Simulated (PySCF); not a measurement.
A TDDFT job was run through a driver script with this input:

```
{"job": {"kind": "uv", "xc": "wB97X-D", "basis": "def2-SVPD", "ip": true, "nstates": 15}, "charge": 0, "multiplicity": 1}
Ge     0.634401     1.480008    -0.977966
H      1.145886     2.696501    -1.786772
Ge     0.227703     1.187223     1.448365
H      0.410976     2.171302     2.629068
Ge    -1.633999     0.908391    -0.164551
H     -2.981562     1.657499    -0.303949
Ge    -1.101940    -1.489219    -0.357154
H     -2.008299    -2.709851    -0.650367
Ge     1.164788    -0.916111    -1.177158
H      2.122972    -1.665095    -2.134623
Ge     0.763163    -1.208236     1.250474
H      1.371370    -2.195171     2.275623
```

Its output, with some lines taken out ([cut]) and without the SCF cycles:

```
converged SCF energy = -12464.4470942282

[cut]

Singlet excitations
state   eV       nm        f      main configurations
  1   3.7719    328.7   0.00011   H->L 0.94
[cut]
  3   4.1024    302.2   0.00001   H-3->L 0.35, H->L+1 0.17, H-1->L+4 0.16
  4   4.1047    302.1   0.00000   H-2->L 0.36, H->L+4 0.18, H-1->L+1 0.13
  5   4.1902    295.9   0.00000   H->L+2 0.24, H->L+4 0.19, H-1->L+1 0.18
[cut]
[cut]
  8   4.2867    289.2   0.00000   H->L+1 0.52, H-1->L+4 0.26
  9   4.2904    289.0   0.00000   H-1->L+1 0.54, H->L+4 0.23
 10   4.3595    284.4   0.00047   H-1->L+2 0.36, H->L+3 0.35, H-1->L+3 0.12
 11   4.4346    279.6   0.00000   H->L+6 0.23, H-1->L+5 0.23, H-2->L+2 0.21
 12   4.5275    273.8   0.00819   H-2->L+1 0.35, H-3->L+1 0.28, H-3->L+3 0.11
 13   4.5302    273.7   0.00806   H-3->L+1 0.32, H-2->L+1 0.25, H-3->L+2 0.13
 14   4.5940    269.9   0.00001   H->L+4 0.29, H-2->L 0.18, H-3->L 0.17
 15   4.5973    269.7   0.00002   H-1->L+4 0.30, H-3->L 0.18, H-2->L 0.17

Triplet excitations (Tamm-Dancoff, eV): 3.5873 3.5972 3.7607 3.7663
Vertical ionisation energy (delta-SCF) = 7.5598 eV
```

Computed, not measured: TDDFT wB97X-D/def2-SVPD, vertical, gas phase, core orbitals frozen in the response in PySCF. Isolated species at its PBE0-D3(BJ)/def2-SVP geometry (one conformer only). Relativistic effects, spin–orbit coupling among them, are left out although an element past zinc is present.

What stood in the cut lines?

```
Static polarisability (au): isotropic 203.017, principal 197.986 198.061 213.006
  2   3.7822    327.8   0.00011   H-1->L 0.94
  6   4.1915    295.8   0.00000   H->L+3 0.25, H->L+2 0.23, H-1->L+4 0.16
  7   4.1998    295.2   0.00000   H-1->L+3 0.51, H-1->L+2 0.15, H->L+2 0.14
```

How many basis functions and electrons does this run hold?

276 basis functions for 198 electrons in 99 doubly occupied orbitals.

What is the polarisability anisotropy, √(½[(α1 − α2)² + (α2 − α3)² + (α3 − α1)²])?

14.98 au.

What transition dipole goes with state 12?

|μ|² = 3f / (2ΔE) = 3 × 0.0082 / (2 × 0.1664) = 0.074 au, so |μ| = 0.69 D.

H and L stand for HOMO and LUMO.

The pairwise dispersion term of wB97X-D wasn't added to the energies; at a given geometry it leaves orbitals and properties as they are.
